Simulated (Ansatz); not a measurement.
GeTe2 (the lowest singlet isomer of a short search). The state is a singlet with charge 0. Geometry r2SCAN-D4/def2-TZVP, basis def2-TZVP, Ansatz.

Cartesian coordinates in Å:
```
Ge 0.126 1.416 0.146
Te -0.419 -0.538 -1.417
Te 0.293 -0.878 1.271
```

```tsv
run	HOMO (eV)	LUMO (eV)
A	-4.68	-3.35
B	-5.78	-2.85
C	-5.92	-2.87
D	-5.09	-3.49
E	-4.87	-3.49
F	-5.01	-3.31
```

In the def2 sets Te takes a core potential; there is no spin–orbit coupling. The structure comes from a short search, and lower isomers may exist.

Question: The runs used B97M-V, BLYP, PBE, PBE0, r2SCAN, r2SCAN0. Estimate which is which.

Answer: A BLYP (0 % exact exchange); B PBE0 (25 % exact exchange); C r2SCAN0 (25 % exact exchange); D r2SCAN (0 % exact exchange); E PBE (0 % exact exchange); F B97M-V (0 % exact exchange). Exact exchange lowers occupied and raises empty levels; among semilocal functionals meta-GGAs tend to open the gap a little, and such runs are hard to tell apart. The gap grows from 1.33 eV (BLYP) to 3.05 eV (r2SCAN0).
